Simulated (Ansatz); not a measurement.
Start from `C[N](C)[AlH][Cl]` and change one atom or group to get `C[N](C)[Zn][Br]`.

Ansatz, PBE0-D4/def2-TZVP geometries, multiplicity 1. Each molecule was computed in one conformer, which needn't be the lowest.

Scalar relativity is left out up to krypton. Spin–orbit coupling is left out; it splits and shifts lone-pair levels of the heavy atoms by tenths of an eV.

| property | `C[N](C)[AlH][Cl]` |
| --- | --- |
| size of the dipole moment (B3LYP/def2-TZVPP) / D | 2.02 |
| HOMO–LUMO gap (PBE/def2-TZVPP) / eV | 4.12 |
| HOMO energy (ωB97M-V/def2-TZVPP) / eV | -8.95 |
| HOMO–LUMO gap (PBE0/def2-TZVPP) / eV | 6.10 |
| HOMO energy (B3LYP/def2-TZVPP) / eV | -6.46 |
| LUMO energy (ωB97M-V/def2-TZVPP) / eV | 1.02 |

Question: Give the same properties after the change, and the shifts. (An estimate is asked.)

Answer: Computed: 
```
                                        property  `C[N](C)[Zn][Br]`  shift
size of the dipole moment (B3LYP/def2-TZVPP) / D               1.90  -0.12
             HOMO–LUMO gap (PBE/def2-TZVPP) / eV               3.02  -1.10
           HOMO energy (ωB97M-V/def2-TZVPP) / eV              -8.34   0.61
            HOMO–LUMO gap (PBE0/def2-TZVPP) / eV               5.13  -0.97
             HOMO energy (B3LYP/def2-TZVPP) / eV              -5.87   0.59
           LUMO energy (ωB97M-V/def2-TZVPP) / eV               0.74  -0.28
```

With PBE0 the HOMO rises by 0.62 eV and the LUMO falls by 0.35 eV, so the gap narrows by about 0.97 eV. PBE moves the HOMO by 0.61 eV and ωB97M-V by 0.61 eV. The zero-point energy changes by -23.7 kJ/mol with -3 modes. Dipoles are sizes alone; their direction can turn.

B3LYP here is the variant with VWN-RPA as its local correlation; programs differ in this.
